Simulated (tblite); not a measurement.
C₅H₅NOSi.
Numbering: `[NH2:1][SiH2:2][C:3]#[C:4][C:5]#[C:6][CH:7]=[O:8]` (hydrogens: H9, H10 on N1; H11, H12 on Si2; H13 on C7)

Structure optimised with GFN2-xTB, isolated species.

Question: Give the optimised bond lengths and angles.

Answer: 
| bond | length (pm) |
| --- | --- |
| N1–Si2 | 171.9 |
| Si2–C3 | 186.3 |
| C3≡C4 | 121.6 |
| C4–C5 | 135.2 |
| C5≡C6 | 121.6 |
| C6–C7 | 141.8 |
| C7=O8 | 120.5 |
| N1–H9, N1–H10 | 100.7 |
| Si2–H11, Si2–H12 | 146.1 |
| C7–H13 | 111.1 |

Bonds in one row agree within 1 pm and their mean is given. A selection of angles:
| angle | degrees |
| --- | --- |
| Si2–N1–H9 | 119.8 |
| H9–N1–H10 | 109.9 |
| N1–Si2–C3 | 114.4 |
| N1–Si2–H11 | 106.5 |
| N1–Si2–H12 | 106.5 |
| C3–Si2–H11 | 106.7 |
| H11–Si2–H12 | 116.5 |
| Si2–C3–C4 | 178.1 |
| C3–C4–C5 | 179.9 |
| C4–C5–C6 | 179.6 |
| C5–C6–C7 | 179.8 |
| C6–C7–O8 | 126.0 |
| C6–C7–H13 | 112.3 |
| O8–C7–H13 | 121.7 |
| H10–N1–Si2 | 119.7 |

N1 (silicon-bound nitrogen) has angles 119.8°, 119.7° and 109.9°, sum 349.4°, 0.22 Å off the plane of its three neighbours. The 4 C–C bonds span 1.216 Å (C5≡C6, drawn triple) to 1.418 Å (C6–C7, drawn single), a spread of 0.202 Å. Si2 (SiH2 silicon) is distorted tetrahedral (angles from 106.5° to 116.5°). The 8 heavy atoms lie in one plane (0.001 Å rms).

Point group: Cs (tolerance 0.08 Å). Its GFN2-xTB frequencies are all real (lowest 17 cm⁻¹). One conformer, not necessarily the lowest (H–N1–Si2–C3 71° and -70°). 2 starts were optimised and ended at 0.00 and 0.14 kcal/mol (GFN2-xTB); the lowest of these is shown.

Hardware: Arm Neoverse V1, one thread, no GPU, on a shared host. Cost: 0.41 s of wall time. That covers the optimisation of the geometry.

The numbers are calculated, not measured.
